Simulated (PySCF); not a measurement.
Bonds (- single, = double, # triple, : aromatic): C1=C2, C2-C3, C3-C4, C4#C5, C5-C6, C3-Si7, Si7-C8, C8-C9, C8-C3. C1 carries H10, H11; C2 carries H12; C6 carries H13, H14, H15; Si7 carries H16, H17; C8 carries H18; C9 carries H19, H20, H21. Stereochemistry as in C=C[C@@]1(C#CC)[SiH2][C@@H]1C. H11 is cis to C3; H17 is cis to C9 on the ring; H10 is trans to C3; H16 is trans to C9 on the ring.

Relativity neglected, in vacuum, single conformer, equivalent nuclei averaged. GFN2-xTB geometry; NMR shieldings at PBE0/pcSseg-1/GIAO; PySCF 2.14.

Chemical shifts δ = σref − σ; ¹³C (186.93 ppm) against TMS, all at this level.

Question: Do the ¹³C shifts follow the atomic charges (in e)? Tabulate both.

Answer: 
| atoms | hybridisation | δ (ppm) | σ para (ppm) | Hirshfeld | IAO | Mulliken | ESP-fitted |
| --- | --- | --- | --- | --- | --- | --- | --- |
| C2 | sp2 | 154.5 | -217 | -0.04 | -0.12 | -0.05 | -0.21 |
| C1 | sp2 | 109.5 | -178 | -0.12 | -0.36 | -0.18 | -0.50 |
| C4 | sp | 88.6 | -153 | -0.06 | -0.08 | +0.31 | -0.60 |
| C5 | sp | 81.4 | -166 | -0.06 | -0.07 | -0.39 | +0.27 |
| C8 | sp3 | 24.3 | -92 | -0.10 | -0.33 | -0.41 | -0.05 |
| C3 | sp3 | 22.9 | -97 | -0.05 | -0.20 | -0.66 | +0.42 |
| C9 | sp3 | 17.4 | -76 | -0.12 | -0.41 | -0.18 | -0.44 |
| C6 | sp3 | 5.2 | -73 | -0.10 | -0.43 | -0.19 | -0.53 |

Correlation coefficients of δ with charge over these carbons: Hirshfeld +0.42, IAO +0.60, Mulliken +0.46, ESP-fitted -0.12; with the paramagnetic shielding -0.99. Among the 4 sp3 carbons alone: Hirshfeld +0.35, IAO +0.72, Mulliken -0.68, ESP-fitted +0.75. With so few points, grouped by hybridisation, these coefficients are fragile. Charge is one influence among several: hybridisation and low-lying excitations act through the paramagnetic term.

Shifts are as computed. Against solution values, carbons near 30 ppm lie about +3 ppm off and those near 130 ppm about +5 ppm. Of 1211 compounds with measured shifts, 218 miss one by over three times the rms of a fit or turn the order of signals round; such compounds aren't used in these exercises.
